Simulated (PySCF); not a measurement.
Geometries of 2 isomers of C6H8OSi, from PBE0-D3(BJ)/def2-SVP geometry optimisation, gas phase in PySCF 2.14.0. One conformer each, no zero-point energy, no frequencies.

Problem. Which is lower in electronic energy at this level?
A.
```xyz
16
angstrom
Si     2.563    0.099    0.027
O      1.118   -0.733   -0.152
C     -0.146   -0.256   -0.073
C     -1.195   -1.154   -0.301
C     -2.512   -0.715   -0.232
C     -2.803    0.618    0.065
C     -1.757    1.510    0.291
C     -0.432    1.081    0.224
H      2.675    1.185   -0.992
H      3.623   -0.922   -0.176
H      2.664    0.697    1.392
H     -0.949   -2.192   -0.533
H     -3.324   -1.424   -0.413
H     -3.839    0.959    0.119
H     -1.968    2.556    0.525
H      0.380    1.791    0.404
```
B.
```xyz
16
angstrom
C      2.735   -0.546    0.333
C      2.805    0.650   -0.321
O      1.589    1.208   -0.419
C      0.689    0.375    0.180
Si    -1.105    0.837    0.192
C     -2.267    0.039   -1.020
C     -2.326   -0.544    0.405
C      1.359   -0.723    0.662
H      3.564   -1.213    0.556
H      3.629    1.211   -0.756
H     -1.421    2.190    0.710
H     -1.847   -0.610   -1.797
H     -3.149    0.591   -1.364
H     -1.959   -1.569    0.531
H     -3.245   -0.361    0.973
H      0.910   -1.557    1.197
```

Solution. A. That is `[SiH3]OC1=CC=CC=C1`, 50.5 kcal/mol below the other.

```csv
SMILES,atoms numbered as above,E (Eh),relative (kcal/mol),relative (kJ/mol),dipole (D)
[SiH3]Oc1ccccc1,[SiH3:1][O:2][c:3]1[cH:4][cH:5][cH:6][cH:7][cH:8]1,-597.41015,0.0,0.0,0.76
c1coc([SiH]2CC2)c1,[cH:1]1[cH:2][o:3][c:4]([SiH:5]2[CH2:6][CH2:7]2)[cH:8]1,-597.32961,50.5,211.5,0.98
```

As drawn, the lower has an Si–O bond, which the higher lacks; the higher has a three-membered ring and an Si–C bond, which the lower lacks.
